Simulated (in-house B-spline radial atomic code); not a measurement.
Ionisation energies with and without relativity, with size and susceptibility from the Dirac run. Dirac energy differences include first-order Breit, QED and recoil terms. NIST's values go from ground level to ground level; the uncertainty of those that are theory runs from under 0.1 % in few-electron ions to several per cent in heavy many-electron ones. Computed with an all-electron radial atomic-structure program (B-spline basis): non-relativistic Hartree-Fock and Dirac-Hartree-Fock, averages of the configuration (point nuclei without relativity, finite nuclei with it).

```csv
ion,configuration,configuration after,ionisation non-relativistic (eV),ionisation Dirac Breit and QED (eV),tabulated value (eV),tabulated kind,radius at density 0.001 (bohr),diamagnetic susceptibility (10⁻⁶ cm³/mol)
Cu2+,[Ar] 3d9,[Ar] 3d8,36.14,35.84,36.841,measured,2.829,-11.91
Zn2+,[Ar] 3d10,[Ar] 3d9,37.48,37.15,39.7233,measured,2.785,-11.669
Ga2+,[Ar] 3d10 4s1,[Ar] 3d10,29.18,29.61,30.72576,measured,3.335,-14.005
Ge2+,[Ar] 3d10 4s2,[Ar] 3d10 4s1,31.73,32.19,34.0576,measured,3.468,-15.697
As2+,[Ar] 3d10 4s2 4p1,[Ar] 3d10 4s2,?,?,?,measured,?,?
Se2+,[Ar] 3d10 4s2 4p2,[Ar] 3d10 4s2 4p1,?,?,?,measured,?,?
Br2+,[Ar] 3d10 4s2 4p3,[Ar] 3d10 4s2 4p2,33.05,33.10,34.871,measured,3.556,-19.997
Kr2+,[Ar] 3d10 4s2 4p4,[Ar] 3d10 4s2 4p3,36.01,36.07,35.838,measured,3.488,-20.493
Rb2+,[Ar] 3d10 4s2 4p5,[Ar] 3d10 4s2 4p4,39.04,39.10,39.247,semi-empirical,3.411,-20.752
```

Q: Fill in the row of As2+.

A: ionisation non-relativistic (eV): 27.33; ionisation Dirac Breit and QED (eV): 27.36; tabulated value (eV): 28.349; radius at density 0.001 (bohr): 3.601; diamagnetic susceptibility (10⁻⁶ cm³/mol): -17.819.

Q: Fill in the row of Se2+.

A: ionisation non-relativistic (eV): 30.16; ionisation Dirac Breit and QED (eV): 30.20; tabulated value (eV): 31.697; radius at density 0.001 (bohr): 3.604; diamagnetic susceptibility (10⁻⁶ cm³/mol): -19.161.
